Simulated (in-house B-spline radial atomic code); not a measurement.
## How G0W0 and RPA depend on the start: Fe XVI (Fe15+)

Configuration [Ne] 3s1, highest spin. Computed with an all-electron radial atomic-structure program (B-spline basis): all electrons, scalar-relativistic (spin-free one-electron X2C), finite nucleus, each spin shell either full or empty, empty states to l = 9 with an (l + 1/2)⁻⁴ tail; G0W0 by contour deformation at full frequency.

```tsv
start	mean-field 3s up (eV)	G0W0 (eV)	QP weight	RPA correlation (Eh)
Hartree-Fock	-488.87	?	?	?
PBE	-476.36	-491.57	0.980	-0.71843
HSE06	-479.37	?	?	?
TPSS	-476.39	-491.54	0.981	-0.71567
LC-wPBE	-482.35	-491.36	0.985	-0.70585
```

Problem. What G0W0 level, weight and RPA correlation energy follow from the HSE06 start?

Solution. G0W0 level -491.40 eV, weight 0.983, RPA correlation -0.7051 hartree.

Problem. What G0W0 level, weight and RPA correlation energy follow from the Hartree-Fock start?

Solution. G0W0 level -490.96 eV, weight 0.990, RPA correlation -0.67031 hartree.

Problem. How much of the dependence on the start does G0W0 remove?

Solution. The mean-field levels span 12.5 eV and the G0W0 levels 0.608 eV. Against 489.312 ± 0.014 eV (NIST, semi-empirical) the G0W0 removal energies are off by +1.65 to +2.25 eV, with spin-orbit coupling, Breit and QED terms left out.
